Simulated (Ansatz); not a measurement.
Born–Oppenheimer molecular dynamics of CH10O4Si3 (18 atoms, charge 0, multiplicity 1). It starts from a relaxed structure.

The calculation used RKS B3LYP-D4/STO-3G (Ansatz 0.2.0).

| Property | Result |
| --- | --- |
| ensemble | NVT, Nosé–Hoover chain |
| time step | 0.5 fs |
| steps asked | 150 |
| set temperature | 500 K |
| thermostat | time constant 100 fs, chain length 3 (defaults) |
| seed | 507546 |

First frame:

```xyz
18
Properties=species:S:1:pos:R:3
Si -0.322 -0.217 0.254
O -0.062 -0.272 1.943
C -1.201 0.256 2.691
H -2.126 -0.354 2.570
H -0.935 0.243 3.767
H -1.457 1.304 2.418
O 1.189 -0.646 -0.385
H 1.823 -0.581 0.413
O -0.845 1.290 -0.236
Si -2.288 1.388 -1.128
H -3.443 0.937 -0.376
H -2.459 2.795 -1.416
H -2.234 0.667 -2.384
O -1.527 -1.228 -0.311
Si -1.489 -2.901 -0.058
H -0.251 -3.502 -0.519
H -1.650 -3.223 1.348
H -2.598 -3.457 -0.800
```

How far do the bonds stretch over the last three quarters of this one trajectory? (Pairs bonded in most of those frames.)


```csv
bond,mean (Å),spread (Å),shortest,longest
Si1–O2,1.710,0.020,1.68,1.74
Si1–O7,1.702,0.021,1.67,1.73
Si1–O9,1.673,0.025,1.63,1.72
Si1–O14,1.681,0.013,1.64,1.70
O2–C3,1.455,0.008,1.45,1.47
C3–H4,1.114,0.006,1.10,1.13
C3–H5,1.111,0.036,1.05,1.17
C3–H6,1.117,0.028,1.07,1.16
O7–H8,1.022,0.012,1.00,1.04
O9–Si10,1.709,0.032,1.65,1.76
Si10–H11,1.451,0.005,1.44,1.46
Si10–H12,1.453,0.030,1.41,1.49
Si10–H13,1.449,0.007,1.44,1.46
O14–Si15,1.700,0.010,1.68,1.72
Si15–H16,1.455,0.063,1.36,1.55
Si15–H17,1.455,0.058,1.37,1.55
Si15–H18,1.455,0.089,1.33,1.58
```

Mean temperature of the second half: 268 K. The conserved energy stayed within 0.47 meV per atom of its start (net change 0.31 meV per atom), so the integration is sound. The mean temperature of the second half is 46 % below the set value. A run of 0.075 ps of so small a system gives no equilibrium averages. Limits of this set-up: minimal basis.

The run took 11 min on 1 thread of Intel(R) Xeon(R) Platinum 8559C (Emerald Rapids), on a shared host, peak memory 0.2 GiB.
